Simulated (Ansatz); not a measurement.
These are frozen-core CCSD(T)/def2-TZVPP // CAM-B3LYP-D3(BJ)/def2-TZVP in Ansatz (a first-principles code) values and carry that method's errors. The geometry is that of the parent before the electron was removed.

Ansatz 0.2 input:
```yaml
crystal:
  periodic: [false, false, false]
  atoms:
    - { symbol: In, position_ang: [-0.000128, -0.00009, -0.00002] }
    - { symbol: H, position_ang: [-0.095413, 1.715798, -0.026507] }
    - { symbol: H, position_ang: [-1.438195, -0.940768, 0.003653] }
    - { symbol: H, position_ang: [1.533736, -0.774941, 0.022873] }
basis:
  gaussian: { orbitals: def2-TZVPP }
correlation:
  method: ccsd_t
total_charge: 1
magnetization:
  spin_polarized: true
  initial_magnetization: 1
```

Output:

```
Functional definition: HF
711 factors; integrals over basis functions are off by at most 1.0e-3 eV
mean field evaluation 1: about -5184.1004 eV, gradient 8.4e0 eV
mean field evaluation 2: about -5184.0996 eV, gradient 8.4e0 eV
mean field evaluation 4: about -5184.9772 eV, gradient 2.0e0 eV
mean field evaluation 8: about -5185.0575 eV, gradient 1.6e-1 eV
mean field evaluation 16: about -5185.0584 eV, gradient 4.3e-2 eV
mean field evaluation 32: about -5184.9923 eV, gradient 1.8e0 eV
mean field evaluation 64: about -5185.0698 eV, gradient 7.4e-2 eV
mean field evaluation 96: about -5185.0603 eV, gradient 9.3e-1 eV
mean field evaluation 128: about -5185.0691 eV, gradient 3.5e-2 eV
mean field evaluation 160: about -5185.0554 eV, gradient 8.5e-4 eV
mean field -5185.07205195 eV, -190.5478833410 hartree, gradient 5.3e-6 eV, S^2 0.871664; 8 other end points of the search recorded, 0 dependent functions left out
determinant -5185.07205195 eV, -190.5478833410 hartree, with singles and doubles -5193.04831661 eV, -190.8410056610 hartree
determinant -5185.07114438 eV, -190.5478499885 hartree, with singles and doubles -5193.04741902 eV, -190.8409726751 hartree
determinant -5185.07108272 eV, -190.5478477226 hartree, with singles and doubles -5193.04738496 eV, -190.8409714235 hartree
determinant -5185.05556290 eV, -190.5472773798 hartree, with singles and doubles -5193.03239330 eV, -190.8404204902 hartree
determinant -5185.05540752 eV, -190.5472716697 hartree, with singles and doubles -5193.03235372 eV, -190.8404190353 hartree
determinant -5185.05423372 eV, -190.5472285331 hartree, with singles and doubles -5193.03148393 eV, -190.8403870712 hartree
determinant -5185.07205195 eV, -190.5478833410 hartree, with singles and doubles -5192.98627692 eV, -190.8387257443 hartree
determinant -5185.07114438 eV, -190.5478499885 hartree, with singles and doubles -5192.98541163 eV, -190.8386939456 hartree
determinant -5185.07108272 eV, -190.5478477226 hartree, with singles and doubles -5192.98538110 eV, -190.8386928235 hartree
determinant -5185.05556290 eV, -190.5472773798 hartree, with singles and doubles -5192.97593721 eV, -190.8383457668 hartree
determinant -5185.05540752 eV, -190.5472716697 hartree, with singles and doubles -5192.97589165 eV, -190.8383440925 hartree
determinant -5185.05423372 eV, -190.5472285331 hartree, with singles and doubles -5192.97498621 eV, -190.8383108184 hartree
4 core orbitals not correlated
reference -5185.07205195 eV, -190.5478833410 hartree; 8, 7 occupied and 80, 81 virtual orbitals, 711 factors
second order -7.53916409 eV of doubles, -0.00000000 eV of singles
cycle   1  -7.91422567 eV  change   -7.0e-7 eV  update   2.5e-6
perturbative correction -0.20494620 eV, -0.0075316338 hartree
Total energy: -5193.19122382 eV, -190.8462574038 hartree
```

Cost: roughly 2.2 core-minutes.
